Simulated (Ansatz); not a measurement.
`[SiH3][SiH2]Cl` + `BN` → `BN[SiH2][SiH3]` + HCl at 400 K and 1 bar (ligand exchange at the Si–Cl bond).

Calculated with Ansatz (gas phase, PBE0-D4/def2-TZVP geometries, no zero-point term in ΔE). CCSD(T)/CBS is the MP2 limit (def2-TZVPP, def2-QZVPP) plus CCSD(T) − MP2 in def2-TZVPP, frozen cores. This one scheme is used for every species. One conformer a species, not always the lowest.

| species | CCSD(T)/CBS energy (Eh) | H − E (kJ/mol) | S (J/(mol·K)) |
| --- | --- | --- | --- |
| `[SiH3][SiH2]Cl` | -1040.97629 | 141.5 | 352.3 |
| `BN` | -81.93499 | 142.5 | 243.5 |
| `BN[SiH2][SiH3]` | -662.50812 | 246.9 | 394.0 |
| HCl | -460.38127 | 29.6 | 195.4 |

H − E and S are ideal-gas, rigid-rotor, harmonic terms from PBE0-D4/def2-TZVP, for one conformer and one mirror image of each species. 1 Eh = 2625.50 kJ/mol, R = 8.31446 J/(mol·K).

Task: By hand: ΔE, ΔH, ΔS and ΔG.

Result: ΔE = (-662.50812) + (-460.38127) − (-1040.97629) − (-81.93499) = 0.02189 Eh = 57.5 kJ/mol. Δ(H − E) = 246.9 + 29.6 − 141.5 − 142.5 = -7.5, so ΔH = 50.0 kJ/mol. ΔS = 394.0 + 195.4 − 352.3 − 243.5 = -6.4 J/(mol·K). ΔG = 50.0 − 400 × (-6.4)/1000 = 52.6 kJ/mol.

Task: By hand: the equilibrium constant, and the temperature at which ΔG would vanish if ΔH and ΔS stayed fixed.

Result: log₁₀ K = −ΔG/(RT ln 10) = -6.9. ΔH and −TΔS have one sign here, so there is no such temperature.

The number of gas molecules stays the same, so ΔS is small and ΔH decides. A doubt of 5 kJ/mol in ΔE shifts log₁₀ K by 0.7 here. Other conformers and mirror images would add mixing entropy, several J/(mol·K) or more a flexible species. Modes under 60 cm⁻¹, often nearly free rotors, make the harmonic entropy too high. These are equilibria of isolated gas molecules and say nothing of rates. Largest T1 diagnostic: 0.013 (customary marks: 0.02 for closed shells, 0.045 for open ones).

ΔS is within the doubt of such terms, so its sign, and with it that verdict, could turn.
